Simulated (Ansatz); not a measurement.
Ansatz (a program for electronic structure) input (B3LYP-D3(BJ)/def2-TZVP):

Ansatz 0.2 input:
```yaml
crystal:
  periodic: [false, false, false]
  atoms:
    - {symbol: C, position_ang: [1.51026137, -1.01303527, -0.86040376]}
    - {symbol: C, position_ang: [0.77498099, -0.41650949, 0.34037633]}
    - {symbol: C, position_ang: [1.58511150, 0.74763136, 0.90456545]}
    - {symbol: C, position_ang: [-0.69785802, -0.05730891, -0.02741634]}
    - {symbol: C, position_ang: [-1.37480765, -1.28414041, -0.50574929]}
    - {symbol: C, position_ang: [-0.78910270, 1.04020128, -1.08989041]}
    - {symbol: C, position_ang: [-1.43358851, 0.42747847, 1.24451449]}
    - {symbol: H, position_ang: [0.90763287, -1.79438389, -1.31984738]}
    - {symbol: H, position_ang: [1.71895764, -0.25051572, -1.60662842]}
    - {symbol: H, position_ang: [2.45822522, -1.44330612, -0.54430544]}
    - {symbol: H, position_ang: [0.71527220, -1.19151208, 1.11357077]}
    - {symbol: H, position_ang: [1.13196460, 1.15477684, 1.80395882]}
    - {symbol: H, position_ang: [1.68914685, 1.54373777, 0.17172060]}
    - {symbol: H, position_ang: [2.58346418, 0.39871956, 1.16239719]}
    - {symbol: H, position_ang: [-1.95591938, -1.28625537, -1.40630075]}
    - {symbol: H, position_ang: [-1.37001241, -2.16966297, 0.10128998]}
    - {symbol: H, position_ang: [-0.31838222, 0.72393108, -2.01649201]}
    - {symbol: H, position_ang: [-1.83412879, 1.25974755, -1.29823450]}
    - {symbol: H, position_ang: [-0.31446734, 1.95638513, -0.74933118]}
    - {symbol: H, position_ang: [-2.49683512, 0.52761478, 1.03764270]}
    - {symbol: H, position_ang: [-1.05663188, 1.39582508, 1.56226168]}
    - {symbol: H, position_ang: [-1.30711001, -0.28598538, 2.05512930]}
basis:
  gaussian:
    orbitals: def2-TZVP
hamiltonian:
  xc: b3lyp
  dispersion: d3bj
magnetization: {spin_polarized: true, initial_magnetization: 1}
relax: {f_tol: 0.002, max_steps: 150}
```

Output:

```
Functional definition: B3LYP
integrals: 0.34 GiB planned
1920 factors; their error is unknown
0.44 GiB of the device are held for the grids
2.18 GiB of device memory are held for the factors and their scratch space
mean field: 2.86 GiB planned
mean field evaluation 1: about -7485.3850 eV, gradient 6.5e1 eV
mean field evaluation 2: about -7466.1158 eV, gradient 8.8e1 eV
mean field evaluation 4: about -7505.5261 eV, gradient 5.4e0 eV
mean field evaluation 8: about -7505.6414 eV, gradient 8.1e-2 eV
mean field evaluation 16: about -7505.5856 eV, gradient 5.2e-4 eV
mean field -7505.58560236 eV, -275.8251834180 hartree, gradient 1.5e-5 eV, S^2 0.753898; 0 other end points of the search recorded, 0 dependent functions left out
the calculation of the forces begins
reference -7505.58593979 eV, -275.8251958185 hartree; 29, 28 occupied and 278, 279 virtual orbitals, 1920 factors
relax step   1: F+E_penalty+E_count = -7506.52924062 eV  Δ(F+E_penalty+E_count) = +0.000e0 eV  max|allowed force component| = 3.495e-1 eV/Å  Δτ_max = 0.0000 Å  (34 SCF iters, accepted)
these checks for a lower state are left out or cut short: starts, cluster_reference, orbital_swaps, neighbouring_geometries, increment
integrals: 0.34 GiB planned
1920 factors; their error is unknown
0.43 GiB of the device are held for the grids
2.17 GiB of device memory are held for the factors and their scratch space
mean field: 2.86 GiB planned
mean field -7505.61726506 eV, -275.8263470008 hartree, gradient 1.9e-5 eV, S^2 0.753963; 0 other end points of the search recorded, 0 dependent functions left out
the calculation of the forces begins
reference -7505.61760424 eV, -275.8263594656 hartree; 29, 28 occupied and 278, 279 virtual orbitals, 1920 factors
relax step   2: F+E_penalty+E_count = -7506.55282858 eV  Δ(F+E_penalty+E_count) = -2.359e-2 eV  max|allowed force component| = 1.641e-1 eV/Å  Δτ_max = 0.0792 Å  (34 SCF iters, accepted)
these checks for a lower state are left out or cut short: starts, cluster_reference, orbital_swaps, neighbouring_geometries, increment
integrals: 0.34 GiB planned
1920 factors; their error is unknown
0.43 GiB of the device are held for the grids
2.17 GiB of device memory are held for the factors and their scratch space
mean field: 2.85 GiB planned
mean field evaluation 32: about -7505.6213 eV, gradient 8.2e-3 eV
mean field -7505.62128174 eV, -275.8264946111 hartree, gradient 1.7e-5 eV, S^2 0.753990; 0 other end points of the search recorded, 0 dependent functions left out
the calculation of the forces begins
reference -7505.62162099 eV, -275.8265070782 hartree; 29, 28 occupied and 278, 279 virtual orbitals, 1920 factors
relax step   3: F+E_penalty+E_count = -7506.55601058 eV  Δ(F+E_penalty+E_count) = -3.182e-3 eV  max|allowed force component| = 7.053e-2 eV/Å  Δτ_max = 0.0219 Å  (34 SCF iters, accepted)
these checks for a lower state are left out or cut short: starts, cluster_reference, orbital_swaps, neighbouring_geometries, increment
integrals: 0.34 GiB planned
1920 factors; their error is unknown
0.44 GiB of the device are held for the grids
2.17 GiB of device memory are held for the factors and their scratch space
mean field: 2.85 GiB planned
mean field -7505.62128739 eV, -275.8264948187 hartree, gradient 1.5e-5 eV, S^2 0.753956; 0 other end points of the search recorded, 0 dependent functions left out
the calculation of the forces begins
reference -7505.62162646 eV, -275.8265072794 hartree; 29, 28 occupied and 278, 279 virtual orbitals, 1920 factors
relax step   4: F+E_penalty+E_count = -7506.55665563 eV  Δ(F+E_penalty+E_count) = -6.451e-4 eV  max|allowed force component| = 7.271e-2 eV/Å  Δτ_max = 0.0466 Å  (34 SCF iters, accepted)
these checks for a lower state are left out or cut short: starts, cluster_reference, orbital_swaps, neighbouring_geometries, increment
integrals: 0.34 GiB planned
1920 factors; their error is unknown
[...]
1920 factors; their error is unknown
0.44 GiB of the device are held for the grids
2.17 GiB of device memory are held for the factors and their scratch space
mean field: 2.85 GiB planned
mean field -7505.62278308 eV, -275.8265497844 hartree, gradient 2.0e-5 eV, S^2 0.753974; 0 other end points of the search recorded, 0 dependent functions left out
the calculation of the forces begins
reference -7505.62312215 eV, -275.8265622450 hartree; 29, 28 occupied and 278, 279 virtual orbitals, 1920 factors
relax step   6: F+E_penalty+E_count = -7506.55821191 eV  Δ(F+E_penalty+E_count) = -6.088e-4 eV  max|allowed force component| = 7.363e-2 eV/Å  Δτ_max = 0.0634 Å  (34 SCF iters, accepted)
these checks for a lower state are left out or cut short: starts, cluster_reference, orbital_swaps, neighbouring_geometries, increment
integrals: 0.34 GiB planned
1920 factors; their error is unknown
0.44 GiB of the device are held for the grids
2.17 GiB of device memory are held for the factors and their scratch space
mean field: 2.85 GiB planned
mean field -7505.62334143 eV, -275.8265703032 hartree, gradient 1.6e-5 eV, S^2 0.753967; 0 other end points of the search recorded, 0 dependent functions left out
the calculation of the forces begins
reference -7505.62368058 eV, -275.8265827670 hartree; 29, 28 occupied and 278, 279 virtual orbitals, 1920 factors
relax step   7: F+E_penalty+E_count = -7506.55872585 eV  Δ(F+E_penalty+E_count) = -5.139e-4 eV  max|allowed force component| = 7.787e-2 eV/Å  Δτ_max = 0.0263 Å  (34 SCF iters, accepted)
these checks for a lower state are left out or cut short: starts, cluster_reference, orbital_swaps, neighbouring_geometries, increment
integrals: 0.34 GiB planned
1920 factors; their error is unknown
0.44 GiB of the device are held for the grids
2.17 GiB of device memory are held for the factors and their scratch space
mean field: 2.85 GiB planned
mean field evaluation 64: about -7505.6834 eV, gradient 3.7e-2 eV
mean field -7505.62369165 eV, -275.8265831735 hartree, gradient 2.4e-5 eV, S^2 0.753953; 0 other end points of the search recorded, 0 dependent functions left out
the calculation of the forces begins
reference -7505.62403073 eV, -275.8265956346 hartree; 29, 28 occupied and 278, 279 virtual orbitals, 1920 factors
relax step   8: F+E_penalty+E_count = -7506.55946474 eV  Δ(F+E_penalty+E_count) = -7.389e-4 eV  max|allowed force component| = 9.711e-2 eV/Å  Δτ_max = 0.0737 Å  (33 SCF iters, accepted)
these checks for a lower state are left out or cut short: starts, cluster_reference, orbital_swaps, neighbouring_geometries, increment
integrals: 0.34 GiB planned
1920 factors; their error is unknown
0.44 GiB of the device are held for the grids
2.17 GiB of device memory are held for the factors and their scratch space
mean field: 2.85 GiB planned
mean field -7505.62448945 eV, -275.8266124923 hartree, gradient 1.6e-5 eV, S^2 0.753938; 0 other end points of the search recorded, 0 dependent functions left out
the calculation of the forces begins
reference -7505.62482846 eV, -275.8266249505 hartree; 29, 28 occupied and 278, 279 virtual orbitals, 1920 factors
relax step   9: F+E_penalty+E_count = -7506.55977788 eV  Δ(F+E_penalty+E_count) = -3.131e-4 eV  max|allowed force component| = 7.610e-2 eV/Å  Δτ_max = 0.0287 Å  (34 SCF iters, accepted)
these checks for a lower state are left out or cut short: starts, cluster_reference, orbital_swaps, neighbouring_geometries, increment
integrals: 0.34 GiB planned
1920 factors; their error is unknown
0.44 GiB of the device are held for the grids
2.17 GiB of device memory are held for the factors and their scratch space
mean field: 2.85 GiB planned
mean field -7505.62457910 eV, -275.8266157867 hartree, gradient 1.5e-5 eV, S^2 0.753927; 0 other end points of the search recorded, 0 dependent functions left out
the calculation of the forces begins
reference -7505.62491784 eV, -275.8266282355 hartree; 29, 28 occupied and 278, 279 virtual orbitals, 1920 factors
relax step  10: F+E_penalty+E_count = -7506.56015789 eV  Δ(F+E_penalty+E_count) = -3.800e-4 eV  max|allowed force component| = 4.830e-3 eV/Å  Δτ_max = 0.0230 Å  (34 SCF iters, accepted)
these checks for a lower state are left out or cut short: starts, cluster_reference, orbital_swaps, neighbouring_geometries, increment
integrals: 0.34 GiB planned
1920 factors; their error is unknown
0.44 GiB of the device are held for the grids
2.17 GiB of device memory are held for the factors and their scratch space
mean field: 2.85 GiB planned
mean field -7505.62459473 eV, -275.8266163614 hartree, gradient 1.5e-5 eV, S^2 0.753925; 0 other end points of the search recorded, 0 dependent functions left out
the calculation of the forces begins
reference -7505.62493338 eV, -275.8266288065 hartree; 29, 28 occupied and 278, 279 virtual orbitals, 1920 factors
relax step  11: F+E_penalty+E_count = -7506.56020335 eV  Δ(F+E_penalty+E_count) = -4.546e-5 eV  max|allowed force component| = 8.724e-3 eV/Å  Δτ_max = 0.0143 Å  (34 SCF iters, accepted)
these checks for a lower state are left out or cut short: starts, cluster_reference, orbital_swaps, neighbouring_geometries, increment
integrals: 0.34 GiB planned
1920 factors; their error is unknown
0.44 GiB of the device are held for the grids
2.17 GiB of device memory are held for the factors and their scratch space
mean field: 2.85 GiB planned
mean field evaluation 96: about -7505.6246 eV, gradient 1.5e-5 eV
mean field -7505.62458015 eV, -275.8266158256 hartree, gradient 1.5e-5 eV, S^2 0.753922; 0 other end points of the search recorded, 0 dependent functions left out
the calculation of the forces begins
reference -7505.62491869 eV, -275.8266282664 hartree; 29, 28 occupied and 278, 279 virtual orbitals, 1920 factors
relax step  12: F+E_penalty+E_count = -7506.56023252 eV  Δ(F+E_penalty+E_count) = -2.917e-5 eV  max|allowed force component| = 4.033e-3 eV/Å  Δτ_max = 0.0176 Å  (34 SCF iters, accepted)
these checks for a lower state are left out or cut short: starts, cluster_reference, orbital_swaps, neighbouring_geometries, increment
integrals: 0.34 GiB planned
1920 factors; their error is unknown
0.44 GiB of the device are held for the grids
2.17 GiB of device memory are held for the factors and their scratch space
mean field: 2.85 GiB planned
mean field -7505.62460190 eV, -275.8266166249 hartree, gradient 1.6e-5 eV, S^2 0.753921; 0 other end points of the search recorded, 0 dependent functions left out
the calculation of the forces begins
reference -7505.62494042 eV, -275.8266290651 hartree; 29, 28 occupied and 278, 279 virtual orbitals, 1920 factors
relax step  13: F+E_penalty+E_count = -7506.56023629 eV  Δ(F+E_penalty+E_count) = -3.773e-6 eV  max|allowed force component| = 1.810e-3 eV/Å  Δτ_max = 0.0025 Å  (35 SCF iters, accepted)
integrals: 0.34 GiB planned
1920 factors; their error is unknown
0.44 GiB of the device are held for the grids
2.17 GiB of device memory are held for the factors and their scratch space
mean field: 2.85 GiB planned
mean field evaluation 128: about -7505.6246 eV, gradient 3.8e-4 eV
mean field -7505.62460190 eV, -275.8266166249 hartree, gradient 1.5e-5 eV, S^2 0.753921; 1 other end points of the search recorded, 0 dependent functions left out
the calculation of the forces begins
reference -7505.62494042 eV, -275.8266290651 hartree; 29, 28 occupied and 278, 279 virtual orbitals, 1920 factors
Total energy: -7506.56057481 eV, -275.8610129946 hartree
Atom 0 at     1.550392    -0.981606    -0.878362 Å, force     0.000572    -0.000245    -0.000717 eV/Å
Atom 1 at     0.777386    -0.428450     0.321525 Å, force    -0.000418    -0.000801     0.000817 eV/Å
Atom 2 at     1.567417     0.713986     0.963251 Å, force     0.000024     0.000390     0.000172 eV/Å
Atom 3 at    -0.698449    -0.064817    -0.035988 Å, force     0.000779     0.001299    -0.000775 eV/Å
Atom 4 at    -1.412146    -1.301487    -0.481252 Å, force     0.001601    -0.000512     0.001810 eV/Å
Atom 5 at    -0.783836     1.004925    -1.136063 Å, force    -0.000920     0.000121    -0.000613 eV/Å
Atom 6 at    -1.426817     0.469751     1.221955 Å, force    -0.000503     0.000032     0.000419 eV/Å
Atom 7 at     0.997886    -1.776621    -1.380994 Å, force    -0.000144    -0.000093     0.000072 eV/Å
Atom 8 at     1.755239    -0.199577    -1.612549 Å, force     0.000031    -0.000045     0.000084 eV/Å
Atom 9 at     2.512090    -1.386771    -0.557748 Å, force    -0.000209     0.000093    -0.000060 eV/Å
Atom 10 at     0.705404    -1.232010     1.064349 Å, force     0.000033    -0.000164     0.000106 eV/Å
Atom 11 at     1.117082     1.062870     1.891922 Å, force     0.000223     0.000000     0.000038 eV/Å
Atom 12 at     1.655662     1.567664     0.287835 Å, force     0.000013    -0.000047     0.000070 eV/Å
Atom 13 at     2.580697     0.380486     1.196103 Å, force    -0.000366    -0.000095    -0.000168 eV/Å
Atom 14 at    -2.252135    -1.241087    -1.160787 Å, force    -0.000146     0.000193    -0.000245 eV/Å
Atom 15 at    -1.226547    -2.248470     0.009952 Å, force    -0.000562     0.000384    -0.000788 eV/Å
Atom 16 at    -0.334660     0.660844    -2.067545 Å, force    -0.000137    -0.000027     0.000160 eV/Å
Atom 17 at    -1.828669     1.246478    -1.341472 Å, force     0.000089     0.000139    -0.000187 eV/Å
Atom 18 at    -0.286064     1.927670    -0.835207 Å, force     0.000051    -0.000168     0.000046 eV/Å
Atom 19 at    -2.490510     0.598411     1.016707 Å, force     0.000050    -0.000054    -0.000003 eV/Å
Atom 20 at    -1.027224     1.437599     1.530232 Å, force    -0.000103    -0.000264    -0.000241 eV/Å
Atom 21 at    -1.326025    -0.226353     2.056963 Å, force     0.000043    -0.000137     0.000003 eV/Å
Dipole moment:     0.004941     0.027146     0.045204 e Å
```

It need not be the lowest isomer of its formula.
